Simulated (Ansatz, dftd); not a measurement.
Species: H$_{3}$BPO, charge 0, doublet. H3BPO (SMILES O[B]P, doublet).
B3LYP-D3(BJ)/def2-TZVP minimum from Ansatz (an electronic-structure program):
```xyz
6

B     -0.6221    -0.1688    -0.5785
O     -1.0568     1.0394    -0.9555
H     -1.7759     1.0384    -1.5973
P      0.6915    -0.4902     0.7740
H      1.6725     0.4527     0.3647
H      1.2958    -1.6094     0.1593
```
Charge 0, spin multiplicity 2.

Quantity: atomisation energy (electronic, to ground-state atoms), in kcal/mol. Open shells are spin-unrestricted; no spin-orbit coupling. CBS(X,Y): correlation extrapolated as X^-3, Hartree-Fock from the larger set. A bracket is a step between two methods taken in the basis named. The functionals are non-relativistic, so their misses hold any scalar relativity. Double hybrids freeze cores in their MP2 part. '+ core + X2C': CCSD(T) terms for core correlation (cc-pwCVTZ, 1s frozen past Ne) and scalar relativity (cc-pVTZ-DK). Where a partner has so few electrons that a lower coupled-cluster level is exact, that level stands in.

Compared with CCSD(T)/CBS(cc-pV(T+d)Z,cc-pV(Q+d)Z) + [CCSDT(Q) - CCSD(T)]/cc-pV(D+d)Z + core + X2C (Ansatz): 460.5 kcal/mol.

**Question.** Rank these levels by how close they come to it, closest first: r2SCAN-D4/def2-TZVPD (Ansatz + dftd4); PBE0-D3(BJ)/def2-TZVPD (Ansatz + dftd3); PBE-D3(BJ)/def2-TZVPD (Ansatz + dftd3); B2PLYP-D4/def2-TZVPD (Ansatz + dftd4).

**Answer.** PBE0-D3(BJ)/def2-TZVPD (462.7 kcal/mol, difference 2.2), B2PLYP-D4/def2-TZVPD (456.7 kcal/mol, difference -3.8), r2SCAN-D4/def2-TZVPD (467.2 kcal/mol, difference 6.7), PBE-D3(BJ)/def2-TZVPD (474.4 kcal/mol, difference 13.9)
